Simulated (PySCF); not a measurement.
PySCF 2.14 output of an unrestricted BP86 calculation on a single atom or ion in Sapporo-DKH3-DZP-2012, with scalar relativity by spin-free X2C-1e:

```
SCF conv_tol = 1e-09
number electrons alpha = 14  beta = 11
    A. D. Becke.,  Phys. Rev. A 38, 3098 (1988)
    J. P. Perdew.,  Phys. Rev. B 33, 8822 (1986)
cycle= 1 E= -1392.48448758688  delta_E= -0.00633  |g|= 0.127  |ddm|= 0.166
cycle= 2 E= -1392.48029789195  delta_E= 0.00419  |g|= 0.201  |ddm|= 0.141
cycle= 3 E= -1392.48746024196  delta_E= -0.00716  |g|= 0.00231  |ddm|= 0.0858
cycle= 4 E= -1392.48746144221  delta_E= -1.2e-06  |g|= 0.000368  |ddm|= 0.00134
cycle= 5 E= -1392.48746146999  delta_E= -2.78e-08  |g|= 6.69e-06  |ddm|= 0.000183
cycle= 6 E= -1392.48746147  delta_E= -1.02e-11  |g|= 5.96e-07  |ddm|= 4.46e-06
converged SCF energy = -1392.48746147  <S^2> = 3.7510268  2S+1 = 4.0005134
```

The run itself started from symmetry-adapted Hartree-Fock orbitals and held the occupation by maximum overlap, on a logarithmic radial grid, so the iterations belong to that start.

Task: Which element, charge and spin multiplicity is this?

Result: Co²⁺ (cobalt, charge +2), multiplicity 4; the state was [Ar] 3d7, high-spin 4F determinant.
